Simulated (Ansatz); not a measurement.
H12O6Zn (SMILES [OH2]->[Zn+2](<-[OH2])(<-[OH2])(<-[OH2])(<-[OH2])<-[OH2]), charge +2, singlet, at a GFN2-xTB geometry (such geometries of metal compounds can be far from the true shape); B3LYP/6-31G run with Ansatz (a first-principles code).

Input for Ansatz:
Ansatz 0.2 input:
```yaml
crystal:
  periodic: [false, false, false]
  atoms:
    - {symbol: Zn, position_ang: [-0.00000000, -0.00000000, 0.00000000]}
    - {symbol: O, position_ang: [-0.68794774, 1.64064429, -0.92214038]}
    - {symbol: H, position_ang: [-1.49271480, 1.70775651, -1.44990447]}
    - {symbol: H, position_ang: [-0.27738361, 2.51364239, -0.92277461]}
    - {symbol: O, position_ang: [1.57056726, 1.04144287, 0.68120766]}
    - {symbol: H, position_ang: [1.61931982, 1.52897791, 1.51224423]}
    - {symbol: H, position_ang: [2.42176999, 1.15066801, 0.24051186]}
    - {symbol: O, position_ang: [1.03700290, -0.48888826, -1.64345426]}
    - {symbol: H, position_ang: [1.60028365, -1.26373687, -1.75753068]}
    - {symbol: H, position_ang: [1.06793819, 0.00582109, -2.47109831]}
    - {symbol: O, position_ang: [-1.03700290, 0.48888826, 1.64345426]}
    - {symbol: H, position_ang: [-1.60028365, 1.26373687, 1.75753068]}
    - {symbol: H, position_ang: [-1.06793819, -0.00582109, 2.47109831]}
    - {symbol: O, position_ang: [-1.57056726, -1.04144287, -0.68120766]}
    - {symbol: H, position_ang: [-1.61931982, -1.52897791, -1.51224423]}
    - {symbol: H, position_ang: [-2.42176999, -1.15066801, -0.24051186]}
    - {symbol: O, position_ang: [0.68794774, -1.64064429, 0.92214038]}
    - {symbol: H, position_ang: [0.27738361, -2.51364239, 0.92277461]}
    - {symbol: H, position_ang: [1.49271480, -1.70775651, 1.44990447]}
basis:
  gaussian:
    orbitals: 6-31G
hamiltonian:
  xc: b3lyp
total_charge: 2
```

The log (banner, timings and long lists left out):

```
Functional definition: B3LYP
1121 factors; integrals over basis functions are off by at most 2.3e-4 eV
mean field evaluation 1: about -60829.2977 eV, gradient 1.6e2 eV
mean field evaluation 2: about -60769.2483 eV, gradient 2.4e2 eV
mean field evaluation 4: about -60874.1437 eV, gradient 9.9e-1 eV
mean field evaluation 8: about -60874.5298 eV, gradient 2.9e-1 eV
mean field evaluation 16: about -60874.5299 eV, gradient 4.2e-5 eV
mean field -60874.52990503 eV, -2237.0977117716 hartree, gradient 4.2e-5 eV, S^2 0.000000; 0 other end points of the search recorded, 0 dependent functions left out
reference -60874.53021196 eV, -2237.0977230509 hartree; 44, 44 occupied and 63, 63 virtual orbitals, 1121 factors
Total energy: -60874.53021196 eV, -2237.0977230509 hartree
```
